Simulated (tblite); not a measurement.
`C=C(C)[Si@](C)(O)S`. The geometry is computed with GFN2-xTB (gas phase).

```
atom  x, y, z in Å
C1    -1.8333   -0.6303    1.0951
C2    -1.0961   -0.0831    0.1373
C3    -1.6953    0.3311   -1.1717
Si4    0.7582    0.2025    0.3560
C5     1.8499   -0.9373   -0.6926
O6     1.2851   -0.0161    1.8829
S7     1.0700    2.2896   -0.2004
H8    -1.4093   -0.9401    2.0360
H9    -2.8930   -0.7984    0.9757
H10   -2.7765    0.2125   -1.1682
H11   -1.2775   -0.2708   -1.9780
H12   -1.4514    1.3717   -1.3801
H13    2.8984   -0.8110   -0.4412
H14    1.7323   -0.7300   -1.7516
H15    1.5910   -1.9766   -0.5211
H16    0.9086    0.4650    2.6163
H17    2.3320    2.3334    0.1956
```

Where is the centre of mass (commonest isotopes), and what is the radius of gyration?

Mass 134.022 u; centre at (0.316, 0.460, 0.184) Å; Rg = √(Σ m r²/M) = 1.982 Å. As Ia + Ib + Ic = 2 Σ m r², the three principal moments sum to 1053.2 u·Å².

What is the longest distance between nuclei?

H9···H17, 6.14 Å; the next longest distance is 5.96 Å.

How far apart are these pairs, which share no bond: C1···Si4, C3···H15, S7···H9, H10···H14, H10···H15?

C1···Si4 2.821 Å (2 bonds apart); C3···H15 4.068 Å (4 bonds apart); S7···H9 5.160 Å (4 bonds apart); H10···H14 4.643 Å (5 bonds apart); H10···H15 4.928 Å (5 bonds apart).

What are the angles C2–C1–H9, C1–C2–C3, H10–C3–H11, C2–Si4–O6, C5–Si4–S7, H13–C5–H15, Si4–C5–H15, H14–C5–H15?

From the scalar product of the two bond vectors; for C2–C1–H9 it is -0.7588 Å² over 1.3268 × 1.0796 Å², cos θ = -0.5298. C2–C1–H9 122.0°; C1–C2–C3 121.5°; H10–C3–H11 108.9°; C2–Si4–O6 113.9°; C5–Si4–S7 110.6°; H13–C5–H15 107.8°; Si4–C5–H15 110.6°; H14–C5–H15 108.1°.

Give the dihedral angles S7–Si4–C5–H14, C3–C2–Si4–O6, H9–C1–C2–C3, Si4–C2–C3–H10, H8–C1–C2–C3.

S7–Si4–C5–H14 -51° (synclinal); C3–C2–Si4–O6 169° (antiperiplanar); H9–C1–C2–C3 0° (synperiplanar); Si4–C2–C3–H10 -175° (antiperiplanar); H8–C1–C2–C3 179° (antiperiplanar). Dihedral signs follow IUPAC: positive where, seen along the central bond, the front bond turns clockwise onto the rear one.

Write the matrix of distances between heavy atoms (Å, lower triangle).

```
C1    0.000
C2    1.327  0.000
C3    2.466  1.498  0.000
Si4   2.821  1.889  2.893  0.000
C5    4.106  3.178  3.796  1.895  0.000
O6    3.274  2.953  4.282  1.630  2.793  0.000
S7    4.317  3.230  3.525  2.182  3.356  3.115  0.000
```

Its GFN2-xTB frequencies are all real (lowest 34 cm⁻¹). One conformer, not necessarily the lowest.
